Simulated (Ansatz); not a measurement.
A nudged elastic band was laid between two geometries of C₂H₇NOSi (12 atoms, charge 0, multiplicity 1).

Level of theory: RKS B3LYP-D4/def2-SVP in Ansatz.

| Property | Result |
| --- | --- |
| movable images | 5 |
| climbing image | yes |
| spring | 0.1 eV/Å² |
| optimiser | quadratic models (default) |
| start path | through a guess of the saddle point |
| force threshold | 0.05 eV/Å |
| iteration limit | 60 |
| end points | relaxed |

Image 0:

```xyz
12
Properties=species:S:1:pos:R:3
C -2.383 -0.379 0.843
C -1.217 -0.167 0.228
O -0.070 0.130 0.889
Si 1.501 -0.001 0.283
N 1.687 0.586 -1.321
H -3.277 -0.591 0.255
H -2.463 -0.337 1.932
H -1.132 -0.201 -0.868
H 1.902 -1.434 0.248
H 2.292 0.798 1.247
H 1.595 1.564 -1.572
H 1.643 -0.022 -2.131
```

Image 6:

```xyz
12
Properties=species:S:1:pos:R:3
C -2.419 -0.211 0.758
C -1.178 -0.561 0.408
O -0.074 0.116 0.807
Si 1.483 -0.021 0.165
N 1.778 0.831 -1.297
H -3.267 -0.809 0.423
H -2.602 0.664 1.386
H -0.995 -1.446 -0.220
H 1.718 -1.465 -0.119
H 2.341 0.542 1.232
H 1.809 1.846 -1.315
H 1.482 0.458 -2.193
```

(1) What changes between the two ends?

(2) Give the energies along the band, and the barrier.

(3) What is the geometry of the highest image?

## Answers

(1) No bond is made or broken.

(2) It converged. The highest image is number 3 of 0 to 6, 0.007 eV above the ends, which have the same energy within 2 meV. The top lies less than 8 meV above the higher end, about what the thresholds resolve: that end is a shoulder or a very shallow well. The order of the stationary point at the top wasn't checked.

```tsv
image	path coordinate (Å)	energy (eV)
0	0.00	0.000
1	0.33	0.002
2	0.64	0.005
3	0.96	0.007
4	1.34	0.006
5	1.75	0.003
6	2.16	0.001
```

(3) 
```xyz
12
Properties=species:S:1:pos:R:3
C -2.421 -0.241 0.800
C -1.206 -0.346 0.254
O -0.080 0.111 0.853
Si 1.497 -0.030 0.261
N 1.766 0.669 -1.285
H -3.292 -0.627 0.269
H -2.559 0.225 1.779
H -1.071 -0.819 -0.730
H 1.832 -1.475 0.124
H 2.292 0.669 1.296
H 1.695 1.668 -1.450
H 1.626 0.138 -2.137
```

The run took 4.1 min on 2 threads of Arm Neoverse V2, with other jobs on the host, peak memory 0.24 GiB.
